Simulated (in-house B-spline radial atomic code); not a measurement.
Configurations of the cadmium ion Cd⁶⁺, with energies counted from [Kr] (4d3/2)4 (4d5/2)2. All numbers are computed (Dirac-Hartree-Fock, average of each configuration as written; Fermi nucleus of rms radius 4.6087 fm) with a B-spline radial code for spherical atoms, not measured. Energies include first-order Breit, QED and recoil terms.

Occupations are held fixed; configurations that lie above the ionisation limit could autoionise.

| configuration | E - E(ref) (eV) | highest orbital | its <r> (bohr) |
| --- | --- | --- | --- |
| [Kr] (4d3/2)2 (4d5/2)4 | 2.221 | 4d5/2 | 1.083 |
| [Kr] (4d3/2)1 (4d5/2)5 | 2.7479 | 4d5/2 | 1.083 |
| [Kr] (4d3/2)2 (4d5/2)3 5s1 | 32.691 | 5s1/2 | 1.925 |
| [Kr] (4d3/2)2 (4d5/2)3 (5g7/2)1 | 82.697 | 5g7/2 | 3.881 |
| [Kr] (4d3/2)4 (4d5/2)1 (8g9/2)1 | 96.361 | 8g9/2 | 12.18 |
| [Ar] 3d10 4s2 (4p1/2)2 (4p3/2)3 (4d3/2)2 (4d5/2)4 5s1 | 96.735 | 5s1/2 | 1.92 |
| [Ar] 3d10 4s2 (4p1/2)2 (4p3/2)3 (4d3/2)1 (4d5/2)5 (7g9/2)1 | 161.64 | 7g9/2 | 8.956 |

Q: Order these further configurations by energy, lowest first.
A. [Ar] (3d3/2)4 (3d5/2)5 4s2 4p6 (4d5/2)6 (5g7/2)1
B. [Ar] 3d10 4s2 (4p1/2)2 (4p3/2)3 (4d3/2)1 (4d5/2)5 8s1
C. [Kr] (4d3/2)1 (4d5/2)4 6s1
D. [Kr] (4d3/2)3 (4d5/2)3
E. [Ar] 3d10 4s2 (4p1/2)2 (4p3/2)3 (4d3/2)4 (4d5/2)2 (8p1/2)1

A: D (1.3049 eV), C (68.265 eV), E (152.29 eV), B (156.86 eV), A (492.33 eV).

Q: How far above the reference does [Ar] 3d10 4s2 (4p1/2)2 (4p3/2)3 (4d3/2)3 (4d5/2)3 7s1 lie?

A: 145.11 eV; its least bound orbital is 7s1/2 with <r> = 5.395 bohr.

Q: How far above the reference does [Kr] (4d3/2)4 (4d5/2)1 (6g9/2)1 lie?

A: 88.217 eV; its least bound orbital is 6g9/2 with <r> = 6.217 bohr.
